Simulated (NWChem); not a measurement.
CH₆SSi; SMILES C[SiH2]S

```xyz
9

Si     0.6073     0.4976     0.0073
C     -0.7236     1.8173    -0.0404
S     -0.2033    -1.4991    -0.0538
H      1.4740     0.5642    -1.2053
H      1.4574     0.6753     1.2246
H     -1.3634     1.7651     0.8540
H     -0.2689     2.8204    -0.0751
H     -1.3620     1.6911    -0.9276
H     -0.8460    -1.4014     1.1312
```
Atoms are numbered in this order, from 1.

Results from NWChem. Pople sets run with spherical d functions. Coordinates come from a PBE0/def2-SVP optimisation. B3LYP is NWChem's, with the RPA form of VWN correlation.

Problem. Among these, which level gives the highest value of “highest occupied level (eV)”?
(A) B3LYP/3-21G
(B) B3LYP/6-31+G*
(C) B3LYP/6-311G**
(D) B3LYP/STO-3G

Solution. D, B3LYP/STO-3G. Values: B3LYP/6-311G** -7.10; B3LYP/6-31+G* -7.06; B3LYP/3-21G -7.00; B3LYP/STO-3G -3.24
